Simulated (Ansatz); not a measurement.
Start from `N#COBO` and change one atom or group to get `N#CO`.

Ansatz, PBE0-D4/def2-TZVP geometries, multiplicity 1. Each molecule was computed in one conformer, which needn't be the lowest.

```csv
property,`N#COBO`
LUMO energy (PBE0/def2-TZVPP) / eV,-0.56
HOMO energy (ωB97M-V/def2-TZVPP) / eV,-11.32
HOMO energy (PBE/def2-TZVPP) / eV,-7.59
size of the dipole moment (PBE/def2-TZVPP) / D,5.05
HOMO energy (PBE0/def2-TZVPP) / eV,-9.00
HOMO–LUMO gap (PBE0/def2-TZVPP) / eV,8.44
```

Q: Give the same properties after the change, and the shifts. (Estimate.)

A: The calculation gave: 
```
                                      property  `N#CO`  shift
            LUMO energy (PBE0/def2-TZVPP) / eV   -0.38   0.18
         HOMO energy (ωB97M-V/def2-TZVPP) / eV  -11.35  -0.03
             HOMO energy (PBE/def2-TZVPP) / eV   -7.54   0.05
size of the dipole moment (PBE/def2-TZVPP) / D    3.98  -1.07
            HOMO energy (PBE0/def2-TZVPP) / eV   -9.01  -0.01
          HOMO–LUMO gap (PBE0/def2-TZVPP) / eV    8.64   0.20
```

The zero-point energy changes by -51.5 kJ/mol with -9 modes. Dipoles are sizes alone; their direction can turn.
